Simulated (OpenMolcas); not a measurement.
# 3d ions of charge +2 along the row

```json
{
  "Program": "OpenMolcas",
  "Method": "XMS-CASPT2, IPEA 0.25 Eh, imaginary shift 0.1 Eh",
  "Basis": "ANO-RCC-VTZP",
  "Scalar Hamiltonian": "DKH2, point nucleus",
  "Spin-orbit coupling": "RASSI with atomic mean-field integrals over the reference wave functions, term energies averaged over their components"
}
```

Active space: the 3d shell; CASPT2 also correlates the outermost closed s and p core shells.

B and C come from two terms' centres of gravity (d2, d8: 3P = 15B, 1G = 12B + 2C; d3, d7: 4P = 15B, 2G = 4B + 3C; d4, d6: 3G = 9B + 4C, 3H = 4B + 4C; d5: 4D = 17B + 5C, 4G = 10B + 5C, above the ground term), where all their levels are at least 80 % pure. ζ = ±2S·A comes from the whole width of the ground multiplet by E(J) = (A/2) J(J+1), where its levels are at least 85 % pure. Energies in cm-1.

| Ion | Configuration | Lowest level | Weight (%) | B | B measured | C | C measured | ζ | ζ measured |
| --- | --- | --- | --- | --- | --- | --- | --- | --- | --- |
| Ti2+ | 3d2 | 3F2 | 100 | 758 | 695 | 2842 | 2910 | 128 | 120 |
| V2+ | 3d3 | 4F 3/2 | 100 | 780 | 755 | 3032 | 2910 | 181 | 167 |
| Cr2+ | 3d4 | 5D0 | 100 | 736 | 691 | 3874 | 3575 | 249 | 230 |
| Mn2+ | 3d5 | 6S 5/2 | 100 | 799 |  | 3969 |  |  |  |
| Fe2+ | 3d6 | 5D4 | 100 | 943 | 917 | 4333 | 4040 | 416 | 411 |
| Co2+ | 3d7 | 4F 9/2 | 100 | 1001 | 971 | 4334 | 4209 | 545 | 533 |
| Ni2+ | 3d8 | 3F4 | 100 | 1078 | 1056 | 4754 | 4723 | 644 | 648 |

Measured columns use the levels in Corliss and Sugar, J. Phys. Chem. Ref. Data 8, 1 (1979) (Ti2+); Sugar and Corliss, J. Phys. Chem. Ref. Data 7, 1191 (1978) (V2+); Sugar and Corliss, J. Phys. Chem. Ref. Data 6, 317 (1977) (Cr2+); Corliss and Sugar, J. Phys. Chem. Ref. Data 11, 135 (1982) (Fe2+); Sugar and Corliss, J. Phys. Chem. Ref. Data 10, 1097 (1981) (Co2+); Corliss and Sugar, J. Phys. Chem. Ref. Data 10, 197 (1981) (Ni2+).

The computed B goes from 758 (Ti2+) to 1078 cm-1 (Ni2+), a factor of 1.42, though not at every step. It departs from the measured column by +2 to +9 %. The Trees term is left out, which lowers the B read from the levels of every ion, most for d4 to d6. The pair of terms that fixes B changes along the row, so steps between ions also reflect that choice.

The computed ζ goes from 128 (Ti2+) to 644 cm-1 (Ni2+), a factor of 5.03, rising at every step. It departs from the measured column by -1 to +8 %.

CASPT2 does not keep the components of a term degenerate, so their means are used; among the low terms the widest spread is 1600 cm-1 (3d3 4F, V2+). The CASPT2 spread within a term exceeds the gap to the next term for 3d3 4P and 3d3 2G, 3d3 2D(1) and 3d3 2H, so the order of their levels is uncertain (figures for V2+; the like holds for Cr2+, Mn2+, Fe2+, Co2+). Measured partners are found by configuration, term and J. A level has none where our copy of the source lacks it or the pairing is in doubt (some pairs that miss far off the trend of their configuration count as doubtful), and it then counts in no deviation. Levels of configurations outside the active space are missing.

A number in round brackets counts repeated terms of one configuration in the order of the reference energies.
